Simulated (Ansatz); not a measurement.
PBE exchange is replaced step by step with exact exchange (0 % is PBE, 25 % PBE0; no dispersion term), basis def2-SVP, Ansatz. System: Cu₅⁺ (the lowest singlet isomer of a short search). Total charge 1; singlet. Geometry: PBE-D4/def2-SVP, each spin state at its own.

The relaxed triplet has other bonds than the singlet, so its gap is one between isomers. The relaxed quintet has other bonds than the singlet, so its gap is one between isomers.

Geometry of the singlet:

Cartesian coordinates in Å:
```
Cu 1.9731 -0.6882 -1.1079
Cu -0.7104 1.4376 1.7383
Cu 0.1865 -0.0348 -2.3569
Cu 0.0005 0.0000 0.0003
Cu -1.4497 -0.7146 1.7262
```

The structure comes from a short search, and lower isomers may exist.

| exact exchange (%) | HOMO (eV) | LUMO (eV) | gap (eV) | triplet − singlet (kJ/mol) | quintet − singlet (kJ/mol) |
| --- | --- | --- | --- | --- | --- |
| 10 | -9.48 | -6.63 | 2.86 | 26.2 | 235.5 |
| 15 | -9.62 | -6.43 | 3.19 | 32.3 | 255.7 |

(1) Estimate the row for 40 %.

## Answers

(1) 
```json
{"exact exchange (%)": "40", "HOMO (eV)": "-10.14", "LUMO (eV)": "-5.50", "gap (eV)": "4.63", "triplet − singlet (kJ/mol)": "53.7", "quintet − singlet (kJ/mol)": "325.4"}
```
